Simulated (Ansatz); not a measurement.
# Redistribution: C4H2F4 + C4H4F4 → C4H3F3 + C4H3F5

Species: C4H2F4 `FC1=CC(F)(F)C1F`, singlet; C4H4F4 `FC1CC(F)C1(F)F`, singlet; C4H3F3 `FC1=CC(F)(F)C1`, singlet; C4H3F5 `FC1CC(F)(F)C1(F)F`, singlet. The partners trade F for H; both sit on C, so the bond types are kept.

Shapes, held fixed at every level: PBE0-D4/def2-TZVP. Programs: Ansatz 0.2.0. The zero-point and thermal change to 298 K, harmonic and unscaled (PBE0-D4/def2-TZVP), is -1.7 kJ/mol.

```
               level                    kind  ΔH(298 K) (kJ/mol)  less CCSD(T)/CBS estimate
         HF/def2-SVP            Hartree–Fock               -43.6                       -5.0
   PBE-D4/def2-TZVPP                     GGA               -38.1                       +0.5
  PBE0-D4/def2-TZVPP           global hybrid               -40.1                       -1.5
  wB97X-V/def2-TZVPP  range-separated hybrid               -39.6                       -1.0
  CCSD(T)/def2-TZVPP   coupled cluster or CI               -39.3                       -0.7
     CCSD/def2-TZVPP   coupled cluster or CI               -39.1                       -0.5
CCSD(T)/CBS estimate   coupled cluster or CI               -38.6                        0.0
```

The highest level, CCSD(T)/CBS estimate, gives ΔH(298 K) = -38.6 kJ/mol; the levels span -43.6 to -38.1. The column of differences is taken from that level and isn't an error. No measured value is set beside it here. The CBS estimate extrapolates MP2 from def2-TZVPP and def2-QZVPP and adds CCSD(T) − MP2 in the triple-zeta set, cores frozen.
